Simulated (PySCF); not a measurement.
**A survey of 29Si NMR shifts**

- geometry: GFN2-xTB
- NMR shieldings at PBE0/pcSseg-1/GIAO
- code: PySCF 2.14
- no solvent model, single conformer, non-relativistic Hamiltonian, one averaged value for each set of equivalent atoms

Shieldings were converted by a linear fit to measured shifts: 29Si: δ = 279.94 − 0.822σ (rms 8.9 ppm, 72 shifts, 25.8 ppm with the 6 outliers that the fit left out vs TMS, solution or neat liquid). A few per cent of atoms miss by over 2 rms, more outside the fitted compound classes.

Problem. Give the 29Si shifts of `FC(F)(F)[C@@H]1C[SiH2]N[SiH2]1`, `NN([SiH3])C1CC1`, `C[Si](C)(Cl)Cl`, `N[SiH2]N[SiH2]O`, `C[SiH2]O[SiH](O[SiH3])O[SiH3]`, `[SiH3]C[Si]1(Cl)C=CC=C1`, `C=NC([SiH3])([SiH3])C(F)(F)F`.

Solution. 
| compound | environment | δ (ppm) |
| --- | --- | --- |
| [F:1][C:2]([F:3])([F:4])[C@@H:5]1[CH2:6][SiH2:7][NH:8][SiH2:9]1 | Si7: silicon bonded to C, N, 2 H, in a 5-membered ring | -21.2 |
| [F:1][C:2]([F:3])([F:4])[C@@H:5]1[CH2:6][SiH2:7][NH:8][SiH2:9]1 | Si9: silicon bonded to C, N, 2 H, in a 5-membered ring | -25.1 |
| NN([SiH3])C1CC1 | silicon bonded to N, 3 H | -52.8 |
| C[Si](C)(Cl)Cl | silicon bonded to 2 C, 2 Cl | 25.6 |
| [NH2:1][SiH2:2][NH:3][SiH2:4][OH:5] | Si4: silicon bonded to N, O, 2 H | -27.7 |
| [NH2:1][SiH2:2][NH:3][SiH2:4][OH:5] | Si2: silicon bonded to 2 N, 2 H | -35.0 |
| [CH3:1][SiH2:2][O:3][SiH:4]([O:5][SiH3:6])[O:7][SiH3:8] | Si2: silicon bonded to C, O, 2 H | -25.6 |
| [CH3:1][SiH2:2][O:3][SiH:4]([O:5][SiH3:6])[O:7][SiH3:8] | Si6/8: silicon bonded to O, 3 H (×2) | -44.0 |
| [CH3:1][SiH2:2][O:3][SiH:4]([O:5][SiH3:6])[O:7][SiH3:8] | Si4: silicon bonded to 3 O, H | -71.2 |
| [SiH3:1][CH2:2][Si:3]1([Cl:4])[CH:5]=[CH:6][CH:7]=[CH:8]1 | Si3: silicon bonded to 3 C, Cl, in a 5-membered ring | 7.4 |
| [SiH3:1][CH2:2][Si:3]1([Cl:4])[CH:5]=[CH:6][CH:7]=[CH:8]1 | Si1: silicon bonded to C, 3 H | -67.7 |
| C=NC([SiH3])([SiH3])C(F)(F)F | silicon bonded to C, 3 H (×2) | -55.4 |
